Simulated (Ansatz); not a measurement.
Cu₃F₄. Total charge 0; doublet. Geometry r2SCAN-D4/def2-SVPD, that of the charge -1 singlet.

```tsv
atom	x (Å)	y (Å)	z (Å)
Cu1	-0.282	1.082	-2.160
Cu2	0.130	-1.214	2.104
Cu3	0.380	0.329	0.141
F4	1.214	0.184	-1.521
F5	0.587	-2.898	2.435
F6	-1.671	1.958	-2.836
F7	-0.358	0.559	1.837
```

At PBE0-D4/def2-TZVPD the charge 0 doublet is spin-contaminated (final ⟨S²⟩ up to 0.83, 0.75 for a pure state). The structure comes from a short search, and lower isomers may exist.

(1) Estimate the α-spin orbital energies around the gap (eV) in Ansatz with PBE-D4/def2-TZVPD, PBE0-D4/def2-TZVPD.

## Answers

(1) 
```
orbital  PBE-D4/def2-TZVPD  PBE0-D4/def2-TZVPD
 HOMO−5              -7.84               -9.82
 HOMO−4              -7.55               -9.68
 HOMO−3              -7.55               -9.50
 HOMO−2              -7.51               -9.49
 HOMO−1              -7.36               -9.45
   HOMO              -7.35               -9.45
   LUMO              -4.19               -3.35
 LUMO+1              -2.89               -1.94
 LUMO+2              -1.86               -1.17
 LUMO+3              -1.56               -0.80
 LUMO+4              -1.32               -0.46
 LUMO+5              -0.44                0.24
 β HOMO              -7.21               -7.85
 β LUMO              -6.94               -6.32
```
